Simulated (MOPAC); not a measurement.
MOPAC input (PM3):

```
PM3 1SCF UHF MS=0.5 GEO-OK AUX(PRECISION=9) THREADS=1
C3H6F

C     1.63556800 1    0.05486500 1    0.11520200 1
C     0.46822100 1   -0.75087000 1   -0.32285800 1
C    -0.84603100 1   -0.30944500 1    0.29343800 1
F    -1.13290000 1    1.00676000 1   -0.08397100 1
H     1.52258100 1    1.11061900 1    0.31659200 1
H     2.63305000 1   -0.35995600 1    0.09317300 1
H     0.35432200 1   -0.70670800 1   -1.41792600 1
H     0.61564500 1   -1.81003900 1   -0.08488500 1
H    -0.80191200 1   -0.32928800 1    1.38458100 1
H    -1.67413700 1   -0.93276600 1   -0.05049400 1
```

From the output:

```
                                                       MOPAC v23.2.5 Linux

          FINAL HEAT OF FORMATION =        -30.41248 KCAL/MOL =    -127.24580 KJ/MOL

          COSMO AREA              =        102.11 SQUARE ANGSTROMS
          COSMO VOLUME            =         86.13 CUBIC ANGSTROMS

          IONIZATION POTENTIAL    =          9.650485 EV
          ALPHA SOMO LUMO (EV)    =         -9.650  2.711
          BETA  SOMO LUMO (EV)    =        -12.344  0.828
          NO. OF ALPHA ELECTRONS  =         13
          NO. OF BETA  ELECTRONS  =         12
          MOLECULAR WEIGHT        =         61.0788         POINT GROUP:  C1

          MOLECULAR DIMENSIONS (Angstroms)

            Atom       Atom       Distance
            H    10    H     6     4.34748
            H     8    F     4     3.02307
            H     7    H     9     2.82888

          SCF CALCULATIONS        =          1

   ATOM   CHEMICAL          X               Y               Z
  NUMBER   SYMBOL      (ANGSTROMS)     (ANGSTROMS)     (ANGSTROMS)

     1       C          1.63556800  *   0.05486500  *   0.11520200  *
     2       C          0.46822100  *  -0.75087000  *  -0.32285800  *
     3       C         -0.84603100  *  -0.30944500  *   0.29343800  *
     4       F         -1.13290000  *   1.00676000  *  -0.08397100  *
     5       H          1.52258100  *   1.11061900  *   0.31659200  *
     6       H          2.63305000  *  -0.35995600  *   0.09317300  *
     7       H          0.35432200  *  -0.70670800  *  -1.41792600  *
     8       H          0.61564500  *  -1.81003900  *  -0.08488500  *
     9       H         -0.80191200  *  -0.32928800  *   1.38458100  *
    10       H         -1.67413700  *  -0.93276600  *  -0.05049400  *

                             CARTESIAN COORDINATES

   1    C        1.635568000     0.054865000     0.115202000
   2    C        0.468221000    -0.750870000    -0.322858000
   3    C       -0.846031000    -0.309445000     0.293438000
   4    F       -1.132900000     1.006760000    -0.083971000
   5    H        1.522581000     1.110619000     0.316592000
   6    H        2.633050000    -0.359956000     0.093173000
   7    H        0.354322000    -0.706708000    -1.417926000
   8    H        0.615645000    -1.810039000    -0.084885000
   9    H       -0.801912000    -0.329288000     1.384581000
  10    H       -1.674137000    -0.932766000    -0.050494000

           Empirical Formula: C3 H6 F  =    10 atoms

      MOLECULAR POINT GROUP   :   C1

          ALPHA EIGENVALUES
 -36.37810 -27.76237 -22.44983 -19.43303 -17.79227 -17.61579 -16.72619 -15.04914
 -14.86755 -13.56662 -12.68768 -12.48173  -9.65048   2.71062   2.88309   3.40516
   3.58410   3.79970   4.03274   4.29629   4.72407   4.88402

           BETA EIGENVALUES
 -36.08639 -27.15021 -21.95614 -19.34387 -17.74317 -17.58340 -16.65433 -14.81411
 -14.59012 -13.32639 -12.58087 -12.34355   0.82778   2.73983   3.32576   3.56778
   3.60691   3.95656   4.24624   4.40947   5.15772   5.24220

              NET ATOMIC CHARGES AND DIPOLE CONTRIBUTIONS

  ATOM NO.   TYPE          CHARGE      No. of ELECS.   s-Pop       p-Pop
    1          C          -0.206356        4.2064     1.22626     2.98009
    2          C          -0.096488        4.0965     1.14843     2.94806
    3          C           0.064050        3.9359     1.15483     2.78112
    4          F          -0.168787        7.1688     1.80405     5.36474
    5          H           0.093204        0.9068     0.90680
    6          H           0.085315        0.9147     0.91468
    7          H           0.069372        0.9306     0.93063
    8          H           0.062323        0.9377     0.93768
    9          H           0.050277        0.9497     0.94972
   10          H           0.047090        0.9529     0.95291
 DIPOLE           X         Y         Z       TOTAL
 POINT-CHG.     0.311    -1.336     0.199     1.386
 HYBRID         0.045    -0.251    -0.037     0.258
 SUM            0.356    -1.587     0.162     1.634

          ATOMIC ORBITAL ELECTRON POPULATIONS

     Atom    s        px        py        pz
    1  C   1.22626   0.96834   0.99729   1.01446
    2  C   1.14843   0.94584   0.99660   1.00562
    3  C   1.15483   0.95889   0.83235   0.98989
    4  F   1.80405   1.96049   1.45695   1.94730
    5  H   0.90680
    6  H   0.91468
    7  H   0.93063
    8  H   0.93768
    9  H   0.94972
   10  H   0.95291

                    (SZ)    =    0.500000
                    (S**2)  =    0.769486

          ATOMIC ORBITAL SPIN POPULATIONS

    Atom   Total    s     px     py     pz
         Atomic
    1  C  1.1792  0.074  0.089  0.133  0.883
    2  C -0.1210 -0.015 -0.038 -0.032 -0.036
    3  C  0.0220  0.004  0.011  0.002  0.004
    4  F -0.0011 -0.000  0.000 -0.001 -0.000
    5  H -0.0764 -0.076
    6  H -0.0779 -0.078
    7  H  0.0574  0.057
    8  H  0.0228  0.023
    9  H -0.0020 -0.002
   10  H -0.0030 -0.003

 **********************
 *                    *
 * JOB ENDED NORMALLY *
 *                    *
 **********************

 == MOPAC DONE ==
```

The geometry given is a B3LYP-D3(BJ)/def2-TZVP minimum.
